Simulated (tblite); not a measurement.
Species: C3H10AsB.
Z-matrix (Å and degrees, GFN2-xTB geometry), rows numbered from 1:
```
B 
As  1  1.9725
C   2  2.0254  1   99.74
C   3  1.5227  2  110.23  1   155.53
C   3  1.5220  2  109.03  1   -82.28
H   1  1.1716  2  121.18  3  -143.70
H   1  1.1726  2  121.13  3    42.69
H   2  1.5082  1   95.54  3    96.75
H   3  1.0962  2  108.74  1    36.38
H   4  1.0909  3  110.50  2   -59.00
H   4  1.0903  3  110.85  2  -179.18
H   4  1.0902  3  110.32  2    60.68
H   5  1.0909  3  110.20  2   -62.47
H   5  1.0907  3  110.64  2    57.29
H   5  1.0901  3  111.05  2   177.47
```

All values are computed: GFN2-xTB (tblite) harmonic vibrations without scaling, gas phase. The method is semi-empirical: single wavenumbers can be off by several per cent or more. Modes of hydrogen on arsenic and boron can be 10 to 20 % off. One conformer, not necessarily the lowest.

Harmonic wavenumbers (cm⁻¹): 60.6, 140.9, 203.3, 222.7, 236.2, 255.7, 265.7, 397.7, 485.7, 524.4, 583.0, 699.6, 720.6, 797.4, 925.5, 937.9, 984.9, 1034.4, 1136.6, 1162.4, 1165.3, 1230.0, 1309.1, 1403.7, 1415.1, 1484.4, 1492.4, 1494.5, 1500.7, 1857.3, 2607.8, 2636.9, 2890.4, 2985.9, 2988.9, 2990.7, 2994.0, 3000.9, 3002.9.

A = 5049, B = 2130, C = 1748 MHz; mass 132.009 u (most abundant isotopes); point group C1, symmetry number 1.

Q: What is the zero-point energy?

A: ½Σν̃ = 26113 cm⁻¹ = 74.66 kcal/mol.

Q: Entropy at 350 K, 1 bar (ideal gas, RRHO, classical rotation)?

A: Translation 41.37, rotation 27.72, vibration 24.72: S = 93.8 cal/(mol K).

Q: And Cp and H(350 K) − H(0)?

A: Cp = 34.97 cal/(mol K), of which vibrations give 27.02 (their classical limit is 39 R = 77.5); H(350 K) − H(0) = 7.55 kcal/mol without the zero-point energy, 4.76 from vibrations.

Q: How do the functions run with temperature in this model?

A: 
| T (K) | S (cal/(mol K)) | Cp (cal/(mol K)) | H − H(0) (kcal/mol) | G − H(0) (kcal/mol) | ln q(vib) |
| --- | --- | --- | --- | --- | --- |
| 50 | 55.0 | 10.6 | 0.45 | -2.30 | 0.22 |
| 100 | 64.0 | 15.8 | 1.11 | -5.29 | 0.87 |
| 298.15 | 88.5 | 31.3 | 5.83 | -20.56 | 4.57 |
| 373.15 | 96.1 | 36.6 | 8.37 | -27.48 | 6.04 |
| 500 | 107.9 | 44.4 | 13.53 | -40.43 | 8.50 |
| 750 | 128.3 | 55.9 | 26.17 | -70.03 | 13.17 |
| 1000 | 145.5 | 63.8 | 41.20 | -104.31 | 17.53 |

q(vib) and H(0) count from the zero-point level.

Q: What must be added to the electronic energy to get the Gibbs energy at 350 K and 1 bar?

A: ZPE + [H(350 K) − H(0)] − T·S = 74.66 + 7.55 − 32.83 = 49.38 kcal/mol.

Q: Blend soft modes into free rotors: weight 1/[1 + (100 cm⁻¹/ν̃)⁴] for the oscillator and the rest for a rotor with moment μB/(μ + B), μ = h/(8π²ν), B = 10⁻⁴⁴ kg m². What vibrational entropy results?

A: 23.54 cal/(mol K) in place of 24.72, which changes −T·S at 350 K by +0.41 kcal/mol.

Hindered rotation and anharmonicity are outside this model. Other conformers, if any are populated, would add a mixing term that is left out. The structure is chiral; the term R ln 2 for an equal mix with its mirror image is left out.
